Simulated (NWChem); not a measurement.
Basis-set convergence for C₂H₃I

```xyz
6

C      2.4585    -0.3866     0.0000
C      1.2434    -0.9273     0.0000
I     -0.5517     0.1931     0.0000
H      2.6310     0.6926     0.0000
H      3.3375    -1.0404     0.0000
H      1.0606    -2.0042     0.0000
```
Charge 0, spin multiplicity 1.

Everything below was run with NWChem. The geometry was optimised at B3LYP/def2-SVP with def2 effective core potentials on I, a minimum by its harmonic frequencies.

Quantity: first vertical ionisation energy at the level G0W0@PBE0.

Effective core potentials replace the inner electrons of I; spin-orbit coupling is left out. GW and range-separated runs recompute their integrals, the others keep them in memory, which bears on the times. The structure started from a generated list of species.

Relative cost: rough, from shared machines, SCF included, def2-SVP = 1.

Task: In def2-TZVPD the value is 9.03 eV. Among def2-SVP, def2-SVPD, def2-TZVP, def2-TZVPP, which is the smallest basis within 0.05 eV of it?

Result: def2-TZVP, with 130 functions against 160 (also within reach: def2-TZVPP). def2-TZVPD isn't the basis-set limit itself, and a small set can land close by cancellation.

```json
[
 {"basis": "def2-SVP", "functions": "69", "first vertical ionisation energy (eV)": "8.68", "relative cost": "1"},
 {"basis": "def2-SVPD", "functions": "99", "first vertical ionisation energy (eV)": "8.71", "relative cost": "under 3"},
 {"basis": "def2-TZVP", "functions": "130", "first vertical ionisation energy (eV)": "9.03", "relative cost": "4"},
 {"basis": "def2-TZVPP", "functions": "154", "first vertical ionisation energy (eV)": "9.04", "relative cost": "7"},
 {"basis": "def2-TZVPD", "functions": "160", "first vertical ionisation energy (eV)": "9.03", "relative cost": "10"}
]
```
